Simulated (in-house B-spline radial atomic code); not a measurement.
Results of a calculation; reference values are marked as such.
**Building a PAW d channel for Cu, r_c = 1.53 bohr**

Cu, [Ar] 3d10 4s1, non-relativistic LDA (VWN5), spherical and spin-unpolarised, from an all-electron radial atomic-structure program (B-spline basis) (atomic units; all potentials screened as in the neutral atom).

Two all-electron partial waves φ1, φ2 are integrated outwards at E1 = ε(3d) = -0.202272 and E2 = E1 + 1 hartree; φ1 is the bound orbital and φ2 has unit norm inside r_c = 1.5313 bohr. Smooth partners are polynomials, r^3(a0 + a1 r² + a2 r⁴ + a3 r⁶), matched to φ and three derivatives at r_c, with no condition on the norm. The local potential is -9.35273 + (9.90547) r² + (-4.36564) r⁴ + (0.707492) r⁶ inside 1.2538 bohr and the all-electron one outside.

```csv
wave,φ(r_c),φ'(r_c),a0,a1,a2,a3
1,0.518585,-0.4254867,1.509179,-1.28761,0.4095158,-0.04631619
2,0.6787865,2.268723,-1.392821,1.612906,-0.549044,0.06349524
```

Inside r_c the overlaps are <φi φj> = [[0.82639, -0.73267], [-0.73267, 1.00000]] and, for the smooth waves, [[0.27228, -0.01497], [-0.01497, 0.08570]]. With χj = (Ej − T − V_local) applied to smooth wave j, the program's quadrature gives the matrix B_ij = <smooth i, χj> as [[-0.47506, 0.80380], [0.08611, -0.19172]].

Task: Check the match of the first wave, and find the augmentation charges q_ij.

Result: At r_c the four terms are 5.41903, -10.84141, 8.08523, -2.14425, which sum to 0.5186, φ1(r_c) to rounding. q_ij is the all-electron overlap less the smooth one: [[0.55411, -0.71770], [-0.71770, 0.91430]]. The smooth first wave has a norm of 0.2723 inside r_c against 0.8264, and q11 > 0 puts back the missing charge.

Task: B isn't symmetric. Show that D_ij = B_ij + Ej q_ij is.

Result: Integrating by parts gives B12 − B21 = (E1 − E2) q12: 0.80380 − (0.08611) = 0.71770, and −1 × (-0.71770) = 0.71770. So D12 = 0.80380 + (0.797728)(-0.71770) = 0.23128 and D21 = 0.08611 + (-0.202272)(-0.71770) = 0.23128; D11 = -0.58714, D22 = 0.53764. The projectors, p = (B⁻¹)ᵀ χ, are dual to the smooth waves; det B = 0.022.

Solving (T + V_local + Σ p D p) ψ = E (1 + Σ p q p) ψ in a sphere of 9 bohr gives these levels:

```tsv
all-electron	one projector	two projectors
-0.202266	-0.202265	-0.202265
0.125855	0.127415	0.125858
0.391081	0.401253	0.391090
0.792594	0.826077	0.792594
1.325100	1.403080	1.325230
```

Task: What does the second projector gain?

Result: With one projector the errors are 0.00, +1.56, +10.17, +33.48, +77.98 millihartree. With two the errors are 0.00, 0.00, +0.01, 0.00, +0.13 millihartree. The scattering is exact at E1 and at E2 = 0.798, and over all levels compared the largest error is 0.13 millihartree. The lowest eigenvalue of the overlap operator is 1 with one and 0.9413 with two projectors. The smooth orbital alone needs a cutoff of 26.5 hartree for 1 millihartree of kinetic energy, against 55.3 for a norm-conserving Troullier-Martins orbital of the same radius; part of the gain comes from giving up the norm, part from the simpler form.
